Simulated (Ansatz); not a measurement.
Correlation energies of C₂H₄F₂OSi, SMILES `F[C@@H]1C[Si@@H](F)O1` by basis set

Cartesian coordinates in Å:
```
F 0.8820 0.7941 -1.7973
C 0.6239 -0.1975 -0.8931
C -0.8304 -0.1309 -0.3895
Si 0.0051 0.2834 1.2173
F -0.1353 -0.7974 2.3729
O 1.3637 0.0486 0.2878
H 0.9406 -1.1396 -1.3475
H -1.3486 -1.0882 -0.4297
H -1.4136 0.6300 -0.9043
H -0.0874 1.5975 1.8833
```

Total charge 0; spin multiplicity 1. All single points use the PBE0-D4/def2-TZVP geometry. Frozen core, restricted reference, the Gaussian-basis code of Ansatz. CBS rows extrapolate triple and quadruple zeta; past MP2 they add the triple-zeta difference.

| basis | HF (Eh) | MP2 corr. | CCSD corr. | (T) | CCSD(T) total |
| --- | --- | --- | --- | --- | --- |
| def2-TZVPP | -641.00202 | -1.17335 | -1.19733 | -0.04282 | -642.24217 |
| def2-QZVPP | -641.02754 | -1.27169 | – | – | – |
| CBS(def2) | -641.03106 | -1.34453 | -1.36852 | as TZ | -642.44240 |
